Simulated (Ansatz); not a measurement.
`O[Si](F)(F)Br` + `BO` → `BO[Si](F)(F)Br` + H₂O at 500 K and 1 bar (ligand exchange at the Si–O bond).

Computed with Ansatz on PBE0-D4/def2-TZVP structures; ΔE is electronic, products minus reactants. CCSD(T)/CBS is the MP2 limit (def2-TZVPP, def2-QZVPP) plus CCSD(T) − MP2 in def2-TZVPP, frozen cores. This one scheme is used for every species. For Br outer-core shells are correlated without core-valence functions, which leaves a few kJ/mol of doubt a bond. Scalar relativity is left out up to krypton. Each species was taken in one conformer, which may not be the lowest.

| species | CCSD(T)/CBS energy (Eh) | H − E (kJ/mol) | S (J/(mol·K)) |
| --- | --- | --- | --- |
| `O[Si](F)(F)Br` | -3138.00572 | 96.2 | 393.0 |
| `BO` | -101.80414 | 113.6 | 256.0 |
| `BO[Si](F)(F)Br` | -3163.42790 | 136.6 | 437.3 |
| H₂O | -76.37941 | 73.2 | 206.3 |

H − E and S are ideal-gas, rigid-rotor, harmonic terms from PBE0-D4/def2-TZVP, for one conformer and one mirror image of each species. 1 Eh = 2625.50 kJ/mol, R = 8.31446 J/(mol·K).

By hand: ΔE, ΔH, ΔS and ΔG.

ΔE = (-3163.42790) + (-76.37941) − (-3138.00572) − (-101.80414) = 0.00255 Eh = 6.7 kJ/mol. Δ(H − E) = 136.6 + 73.2 − 96.2 − 113.6 = 0.0, so ΔH = 6.7 kJ/mol. ΔS = 437.3 + 206.3 − 393.0 − 256.0 = -5.4 J/(mol·K). ΔG = 6.7 − 500 × (-5.4)/1000 = 9.4 kJ/mol.

By hand: the equilibrium constant, and the temperature at which ΔG would vanish if ΔH and ΔS stayed fixed.

log₁₀ K = −ΔG/(RT ln 10) = -1.0. ΔH and −TΔS have one sign here, so there is no such temperature. One of them is within its doubt of zero, so this could turn.

TΔS isn't small against ΔH here. A doubt of 5 kJ/mol in ΔE shifts log₁₀ K by 0.5 here. Other conformers and mirror images would add mixing entropy, several J/(mol·K) or more a flexible species. Modes under 60 cm⁻¹, often nearly free rotors, make the harmonic entropy too high. These are equilibria of isolated gas molecules and say nothing of rates. Largest T1 diagnostic: 0.014 (customary marks: 0.02 for closed shells, 0.045 for open ones).
